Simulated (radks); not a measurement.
The numbers below are computed, except where a source is named.
Problem. Valence configurations of La I (all share [Xe]). Code: a radial shooting solver on a logarithmic mesh with Libxc functionals. Model: scalar-relativistic Kohn-Sham, PBE, spin-polarised, spherical densities, point nucleus; open shells are filled with parallel spins first (spin-orbit coupling, left out, can overturn this in heavy ions). Order these by energy: 5d1.5 6s1.5; 6s2 6p1; 5d1.5 6s0.5 6p1; 5d2 6s1; 5d1 6s2; 5d1 6p2; 5d1 6s1 6p1; 4f0.5 5d1 6s1.5; 5d0.5 6s1.5 6p1.

Solution. From the lowest, in eV above it: 5d2 6s1 0.000; 5d1 6s2 0.016; 5d1.5 6s1.5 0.065; 4f0.5 5d1 6s1.5 0.221; 5d1 6s1 6p1 1.711; 5d1.5 6s0.5 6p1 1.960; 5d0.5 6s1.5 6p1 2.046; 6s2 6p1 2.319; 5d1 6p2 4.273. NIST lists [Xe] 5d1 6s2 as the ground configuration; this level of theory puts 5d2 6s1 lower, by 0.016 eV. The energies are those of spherical high-spin densities, not of single terms. No valid solution was reached for [Xe] 4f1 5d0.5 6s1.5.
